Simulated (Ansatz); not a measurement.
Program: Ansatz. Geometries: PBE0-D4/def2-TZVP. ΔE: electronic, gas phase. CCSD(T)/CBS adds triple-zeta CCSD(T) − MP2 to the extrapolated MP2 energy (def2 sets, frozen cores). This one scheme is used for every species. For Ge outer-core shells are correlated without core-valence functions, which leaves a few kJ/mol of doubt a bond. Scalar relativity is left out up to krypton.

Reaction (cleavage of the Ge–B bond): `[BH2][GeH]([CH3])[CH3]` + HCl → `[CH3][GeH]([CH3])[Cl]` + BH₃

```csv
species,CCSD(T)/CBS(def2) energy (Eh)
`[BH2][GeH]([CH3])[CH3]`,-2182.40550
HCl,-460.38127
`[CH3][GeH]([CH3])[Cl]`,-2616.27253
BH₃,-26.55200
```

Q: Work out ΔE.

A: ΔE = (-2616.27253) + (-26.55200) − (-2182.40550) − (-460.38127) = -0.03776 Eh = -1.03 eV.

Largest T1 diagnostic among the species: 0.010.

From PBE to PBE0 (25 % exact exchange), in def2-TZVPP and without D4, ΔE moves by −0.07 eV. In def2-TZVPP, CCSD(T) changes the Hartree–Fock value by +0.28 eV (the triples alone add +0.01 eV) and MP2 by +0.19 eV.
